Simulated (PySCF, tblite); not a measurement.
Isomers of C5H11ClOSi. Computed values, GFN2-xTB/tblite, gas phase, harmonic and unscaled. This tight-binding method is rough: wavenumbers can miss measured ones by several per cent, in bad cases by 10 to 20. Modes of hydrogen on silicon can be 10 to 20 % off. One conformer each.

Electronic energies: PBE0/pcSseg-1 single points on the GFN2-xTB geometries (PySCF, gas phase).

| SMILES | electronic energy, lowest = 0 (kcal/mol) |
| --- | --- |
| CC[Si@H](CCl)CC=O | 0.0 |
| C=C[SiH2][C@](C)(Cl)CO | 21.6 |
| C/C([SiH3])=C(/Cl)CCO | 24.3 |

Question: How do GFN2-xTB zero-point energies change the relative energies?

Answer: 
```tsv
SMILES	ZPE (kcal/mol)	of it from modes above 1550 cm⁻¹	electronic (kcal/mol)	with ZPE, lowest = 0 (kcal/mol)	lowest mode (cm⁻¹)	rings
CC[Si@H](CCl)CC=O	92.3	48.4	0.0	0.0	27	0
C=C[SiH2][C@](C)(Cl)CO	90.7	48.3	21.6	20.0	21	0
C/C([SiH3])=C(/Cl)CCO	90.1	47.1	24.3	22.2	50	0
```

The zero-point energies span 2.2 kcal/mol, from `C/C([SiH3])=C(/Cl)CCO` to `CC[Si@H](CCl)CC=O`. The order is unchanged.

Question: And how do the electronic energies of GFN2-xTB itself compare?

Answer: `CC[Si@H](CCl)CC=O` 11.6; `C=C[SiH2][C@](C)(Cl)CO` 17.0; `C/C([SiH3])=C(/Cl)CCO` 0.0 kcal/mol, lowest = 0. Against the energies above, taken from the same isomer `CC[Si@H](CCl)CC=O`, the largest difference is 35.9 kcal/mol.
